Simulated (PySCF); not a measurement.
# What a mistake does to a calculation on AlB2H4 cation

All numbers below are calculated, not measured. They come from PySCF 2.14.0, an open-source quantum chemistry program, on an isolated molecule that a program drew, which may never have been made. The molecule is AlB2H4 cation (charge +1, singlet), drawn as the SMILES string `B[B+][AlH2]`.

Each row is a Hartree-Fock (HF) and frozen-core CCSD(T) single point in the cc-pV(D+d)Z basis, meant for a local HF minimum. Run 1 is clean. Each other run has one planted mistake out of seven kinds, and not every kind appears here: one electron removed, one electron added, multiplicity raised by two, geometry at a saddle point, minimal basis STO-3G, one bond length entered in bohr, all coordinates scaled. The reference is restricted for singlets and unrestricted otherwise, and also for a bond in bohr. Adding or removing an electron swaps singlet and doublet. Electrons count all cores. HOMO and LUMO are orbital energies over both spins, the gradient is its largest component, and the lowest frequency (negative if imaginary) is given only where the gradient is small. Bond lengths are over the 6 bonds as drawn. T1 is the CCSD diagnostic: over 0.02 (restricted) or 0.045 (unrestricted) a single reference is doubtful.

Geometry of the clean run:
```xyz
7
AlB2H4 cation, angstrom
B    -2.1898    2.0001   -0.9730
B    -0.6271    2.4617   -1.5597
Al    1.4104    3.0635   -2.3277
H    -2.6657    0.9795   -1.3621
H    -2.7421    2.7171   -0.1980
H     1.3009    3.9230   -3.6200
H     2.5483    2.5076   -1.4239
```

| run | electrons | basis functions | <S^2> | HOMO (eV) | LUMO (eV) | gradient (hartree/bohr) | lowest frequency (cm^-1) | mean bond (Å) | longest bond (Å) | T1 | HF (hartree) | CCSD(T) (hartree) | mistake |
|---|---|---|---|---|---|---|---|---|---|---|---|---|---|
| 1 | 26 | 71 | 0.000 | -16.77 | -5.93 | 2.9e-05 | 70 | 1.5809 | 2.259 | 0.0139 | -293.24696 | -293.48754 | no fault |
| 2 | 26 | 71 | 2.013 | -15.15 | -7.45 | 3.2e-02 | - | 1.5809 | 2.259 | 0.0325 | -293.17970 | -293.41954 | multiplicity raised by two |
| 3 | 26 | 71 | 0.000 | -17.28 | -6.27 | 4.7e-02 | - | 1.4671 | 2.096 | 0.0143 | -293.21934 | -293.45822 | ? |
| 4 | 27 | 71 | 0.759 | -7.84 | 0.08 | 4.8e-02 | - | 1.5809 | 2.259 | 0.0192 | -293.49771 | -293.75946 | ? |

**Which mistake was planted in run 3, and what did it cost?**

The mean and the longest bond both change by the same factor, 0.928, and the gradient is no longer small. So the mistake is: all coordinates scaled. Subtracting run 1 and multiplying by 627.51 kcal/mol a hartree, the energy moved by 17.3 kcal/mol in HF and 18.4 kcal/mol in CCSD(T).

**Which mistake was planted in run 4, and what did it cost?**

It counts 27 electrons, one more than the clean run, at the same geometry and basis. So the mistake is: one electron added. Subtracting run 1 and multiplying by 627.51 kcal/mol a hartree, the energy moved by -157.3 kcal/mol in HF and -170.6 kcal/mol in CCSD(T).

